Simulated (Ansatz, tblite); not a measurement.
Forces on Au₂S₂⁻ at its PBE-D4/def2-SVPD geometry. Total charge -1; doublet.

In the def2 sets Au takes a core potential; there is no spin–orbit coupling. The xTB rows come from tblite. The structure comes from a short search, and lower isomers may exist.

GFN1-xTB (tblite), largest force 0.75 eV/Å:

```xyz
4
positions Å, forces eV/Å
Au    2.388    1.276   -0.202   -0.314   -0.536   -0.107
Au   -0.796   -0.378    0.084   -0.446    0.098    0.159
S    -2.938   -0.178    0.751    0.160   -0.018   -0.051
S     1.345   -0.720   -0.634    0.600    0.456   -0.002
```

GFN2-xTB (tblite), largest force 0.26 eV/Å:

```
Au -0.183 -0.129 0.004
Au -0.072 0.044 0.036
S 0.002 0.037 0.013
S 0.253 0.048 -0.053
```

PBE0-D4/def2-TZVPD (Ansatz), largest force 0.69 eV/Å:

```
Au -0.376 -0.572 -0.103
Au -0.035 0.069 0.034
S 0.271 -0.030 -0.086
S 0.139 0.534 0.154
```
